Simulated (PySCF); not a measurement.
PySCF input (M06-2X/def2-TZVPD):

```python
from pyscf import gto, scf, dft

mol = gto.M(
    atom='''
    Si   -0.00000000   -0.00000000   -1.16885582
    S     0.00000000    0.00000000    1.02274885
    ''',
    basis='def2-tzvpd',
    charge=-1,
    spin=1,
    symmetry='C2v',
    verbose=4,
)

mf = dft.UKS(mol, xc='m062x').density_fit(auxbasis='def2-universal-jkfit')
mf.grids.level = 4
mf.conv_tol = 1e-9
mf.max_cycle = 100
mf.max_memory = 1500
mf.kernel()
if not mf.converged:
    mf = mf.newton()
    mf.kernel(mf.make_rdm1())
mf.analyze()
```

Output:

```
PySCF version 2.14.0

[INPUT] verbose = 4
[INPUT] num. atoms = 2
[INPUT] num. electrons = 31
[INPUT] charge = -1
[INPUT] spin (= nelec alpha-beta = 2S) = 1
[INPUT] symmetry C2v subgroup None
[INPUT] Mole.unit = angstrom
[INPUT] Symbol           X                Y                Z      unit          X                Y                Z       unit  Magmom
[INPUT]  1 Si     0.000000000000   0.000000000000  -1.168855820000 AA    0.000000000000   0.000000000000  -2.208817378904 Bohr   0.0
[INPUT]  2 S      0.000000000000   0.000000000000   1.022748850000 AA    0.000000000000   0.000000000000   1.932715220714 Bohr   0.0

nuclear repulsion = 54.0862578313816
point group symmetry = Coov, use subgroup C2v
symmetry origin: [0.00000000e+00 0.00000000e+00 7.55890426e-09]
symmetry axis x: [1. 0. 0.]
symmetry axis y: [0. 1. 0.]
symmetry axis z: [0. 0. 1.]
num. orbitals of irrep A1 = 39
num. orbitals of irrep A2 = 8
num. orbitals of irrep B1 = 21
num. orbitals of irrep B2 = 21
number of shells = 31
number of NR pGTOs = 141
number of NR cGTOs = 89
basis = def2-tzvpd
ecp = {}

******** <class 'pyscf.df.df_jk.DFSymAdaptedUKS'> ********
method = DFSymAdaptedUKS
initial guess = minao
damping factor = 0
level_shift factor = 0
DIIS = <class 'pyscf.scf.diis.CDIIS'>
diis_start_cycle = 1
diis_space = 8
diis_damp = 0
SCF conv_tol = 1e-09
SCF conv_tol_grad = None
SCF max_cycles = 100
direct_scf = False
number electrons alpha = 16  beta = 15
XC library pyscf.dft.libxc version 7.1.2
    S. Lehtola, C. Steigemann, M. J. T. Oliveira, and M. A. L. Marques,  SoftwareX 7, 1–5 (2018)
XC functionals = m062x
    Y. Zhao and D. G. Truhlar,  Theor. Chem. Acc. 120, 215 (2008)
    Y. Zhao and D. G. Truhlar,  Theor. Chem. Acc. 120, 215 (2008)
radial grids:
    Treutler-Ahlrichs [JCP 102, 346 (1995); DOI:10.1063/1.469408] (M4) radial grids

becke partition: Becke, JCP 88, 2547 (1988); DOI:10.1063/1.454033
pruning grids: <function nwchem_prune>
grids dens level: 4
symmetrized grids: C2v
atomic radii adjust function: <function treutler_atomic_radii_adjust>
small_rho_cutoff = 0
Freeze 0 electrons in irreps []
    31 free electrons in irreps A1 A2 B1 B2
Set gradient conv threshold to 3.16228e-05
[...]
beta  HOMO (B1) = -0.0898218419927783  LUMO (B2) = 0.129927796634398
  HOMO = 0.00499519409097  LUMO = 0.123893199079  gap/eV = 3.23538
Extra cycle  E= -687.686982642446  delta_E= -3.02e-11  |g|= 3.9e-06  |ddm|= 1.4e-05
converged SCF energy = -687.686982642446  <S^2> = 0.7566285  2S+1 = 2.0066175
**** SCF Summaries ****
Total Energy =                        -687.686982642446424
Nuclear Repulsion Energy =              54.086257831381609
One-electron Energy =                -1065.928768667235090
Two-electron Energy =                  324.155528193407065
Two-electron Coulomb Energy =          370.828269994084280
DFT Exchange-Correlation Energy =      -46.672741800677223
HOMO-LUMO gap [eV] =                     3.235379510724147
Wave-function symmetry = B1
alpha occupancy for each irrep:     A1   A2   B1   B2
                                     9    0    4    3
beta  occupancy for each irrep:     A1   A2   B1   B2
                                     9    0    3    3
**** MO energy ****
alpha MO #1 (A1 #1), energy= -89.6635041591339 occ= 1
alpha MO #2 (A1 #2), energy= -66.8381641283281 occ= 1
alpha MO #3 (A1 #3), energy= -8.01973261369337 occ= 1
alpha MO #4 (B1 #1), energy= -5.93780737673353 occ= 1
alpha MO #5 (A1 #4), energy= -5.9372795911953 occ= 1
alpha MO #6 (B2 #1), energy= -5.93726780569169 occ= 1
alpha MO #7 (A1 #5), energy= -5.37026309075461 occ= 1
alpha MO #8 (B1 #2), energy= -3.68201773140322 occ= 1
alpha MO #9 (B2 #2), energy= -3.67979598911928 occ= 1
alpha MO #10 (A1 #6), energy= -3.6763750191734 occ= 1
alpha MO #11 (A1 #7), energy= -0.534313305083348 occ= 1
alpha MO #12 (A1 #8), energy= -0.290924279015933 occ= 1
alpha MO #13 (A1 #9), energy= -0.114895590294285 occ= 1
alpha MO #14 (B1 #3), energy= -0.113943862750016 occ= 1
alpha MO #15 (B2 #3), energy= -0.101107522744515 occ= 1
alpha MO #16 (B1 #4), energy= 0.0049951940909736 occ= 1
alpha MO #17 (B2 #4), energy= 0.123893199078525 occ= 0
alpha MO #18 (A1 #10), energy= 0.145039053350313 occ= 0
alpha MO #19 (B2 #5), energy= 0.174153273791687 occ= 0
alpha MO #20 (B1 #5), energy= 0.176771343430952 occ= 0
alpha MO #21 (A1 #11), energy= 0.181441853921342 occ= 0
alpha MO #22 (A1 #12), energy= 0.209091686812954 occ= 0
alpha MO #23 (A1 #13), energy= 0.259548586584078 occ= 0
alpha MO #24 (A2 #1), energy= 0.260478016108629 occ= 0
alpha MO #25 (B1 #6), energy= 0.288088261980366 occ= 0
alpha MO #26 (B2 #6), energy= 0.288889528356117 occ= 0
alpha MO #27 (A1 #14), energy= 0.301587817551876 occ= 0
alpha MO #28 (A1 #15), energy= 0.331009327105519 occ= 0
alpha MO #29 (A1 #16), energy= 0.372708307493156 occ= 0
alpha MO #30 (A2 #2), energy= 0.378326893406456 occ= 0
alpha MO #31 (A1 #17), energy= 0.378503291858635 occ= 0
alpha MO #32 (B2 #7), energy= 0.389246611665895 occ= 0
alpha MO #33 (B1 #7), energy= 0.390426431965453 occ= 0
alpha MO #34 (B2 #8), energy= 0.44160597176751 occ= 0
alpha MO #35 (B1 #8), energy= 0.441861823493022 occ= 0
alpha MO #36 (A1 #18), energy= 0.526046031769335 occ= 0
alpha MO #37 (A2 #3), energy= 0.529983381317419 occ= 0
alpha MO #38 (A1 #19), energy= 0.535790947966057 occ= 0
alpha MO #39 (B2 #9), energy= 0.564241509190495 occ= 0
alpha MO #40 (B1 #9), energy= 0.567983225798926 occ= 0
alpha MO #41 (A1 #20), energy= 0.570898431279673 occ= 0
alpha MO #42 (A1 #21), energy= 0.67161561242041 occ= 0
alpha MO #43 (B2 #10), energy= 0.689373629377794 occ= 0
alpha MO #44 (B1 #10), energy= 0.692327064619265 occ= 0
alpha MO #45 (A1 #22), energy= 0.764060246510633 occ= 0
alpha MO #46 (A1 #23), energy= 0.770241328061671 occ= 0
alpha MO #47 (A2 #4), energy= 0.770652136473934 occ= 0
alpha MO #48 (B2 #11), energy= 0.806908140590052 occ= 0
alpha MO #49 (B1 #11), energy= 0.808680495039907 occ= 0
alpha MO #50 (A1 #24), energy= 0.868226450936586 occ= 0
alpha MO #51 (A1 #25), energy= 1.1750006239736 occ= 0
alpha MO #52 (B1 #12), energy= 1.19684157036146 occ= 0
alpha MO #53 (B2 #12), energy= 1.20337645223524 occ= 0
alpha MO #54 (A1 #26), energy= 1.21388671151718 occ= 0
alpha MO #55 (A2 #5), energy= 1.21520487626743 occ= 0
alpha MO #56 (A1 #27), energy= 1.25648587405626 occ= 0
alpha MO #57 (B1 #13), energy= 1.25723471637523 occ= 0
alpha MO #58 (A2 #6), energy= 1.26233043161207 occ= 0
alpha MO #59 (B2 #13), energy= 1.26351254834302 occ= 0
alpha MO #60 (A1 #28), energy= 1.30678119319249 occ= 0
alpha MO #61 (B1 #14), energy= 1.39345006414397 occ= 0
alpha MO #62 (B2 #14), energy= 1.4048962163331 occ= 0
alpha MO #63 (A1 #29), energy= 1.44424912730321 occ= 0
alpha MO #64 (B1 #15), energy= 1.47409473525354 occ= 0
alpha MO #65 (B2 #15), energy= 1.50421824911032 occ= 0
alpha MO #66 (A1 #30), energy= 1.84311188789151 occ= 0
alpha MO #67 (A2 #7), energy= 1.87603882262726 occ= 0
alpha MO #68 (A1 #31), energy= 1.87654476740052 occ= 0
alpha MO #69 (B2 #16), energy= 1.88797555397319 occ= 0
alpha MO #70 (B1 #16), energy= 1.89082952739368 occ= 0
alpha MO #71 (B2 #17), energy= 1.92561818251429 occ= 0
alpha MO #72 (B1 #17), energy= 1.92610873817196 occ= 0
alpha MO #73 (A1 #32), energy= 1.99038607825025 occ= 0
alpha MO #74 (A2 #8), energy= 1.99144174228758 occ= 0
alpha MO #75 (A1 #33), energy= 1.99273018822474 occ= 0
alpha MO #76 (B2 #18), energy= 2.13390500833376 occ= 0
alpha MO #77 (B1 #18), energy= 2.14229769222404 occ= 0
alpha MO #78 (A1 #34), energy= 2.21331937656556 occ= 0
alpha MO #79 (B2 #19), energy= 2.32393547621774 occ= 0
alpha MO #80 (B1 #19), energy= 2.32591133980871 occ= 0
alpha MO #81 (A1 #35), energy= 2.64884558374945 occ= 0
alpha MO #82 (B1 #20), energy= 6.29191024473239 occ= 0
alpha MO #83 (B2 #20), energy= 6.31468310891292 occ= 0
alpha MO #84 (A1 #36), energy= 6.54322918365609 occ= 0
alpha MO #85 (B2 #21), energy= 9.22753542801765 occ= 0
alpha MO #86 (B1 #21), energy= 9.22843617417188 occ= 0
alpha MO #87 (A1 #37), energy= 9.29961273187934 occ= 0
alpha MO #88 (A1 #38), energy= 10.1512454548088 occ= 0
alpha MO #89 (A1 #39), energy= 18.8950042812106 occ= 0
beta  MO #1 (A1 #1), energy= -89.6623049723393 occ= 1
beta  MO #2 (A1 #2), energy= -66.8338461522406 occ= 1
beta  MO #3 (A1 #3), energy= -8.01935299306144 occ= 1
beta  MO #4 (B2 #1), energy= -5.93766941602962 occ= 1
beta  MO #5 (A1 #4), energy= -5.9371766613968 occ= 1
beta  MO #6 (B1 #1), energy= -5.93348092325273 occ= 1
beta  MO #7 (A1 #5), energy= -5.36878819009304 occ= 1
beta  MO #8 (B2 #2), energy= -3.6781297857509 occ= 1
beta  MO #9 (A1 #6), energy= -3.67485610312672 occ= 1
beta  MO #10 (B1 #2), energy= -3.66970099845034 occ= 1
beta  MO #11 (A1 #7), energy= -0.527912116364124 occ= 1
beta  MO #12 (A1 #8), energy= -0.26411049219384 occ= 1
beta  MO #13 (A1 #9), energy= -0.102676449858954 occ= 1
[...]
```

This state (charge -1, doublet) is run at the relaxed geometry of the species with charge 0 and multiplicity 3.
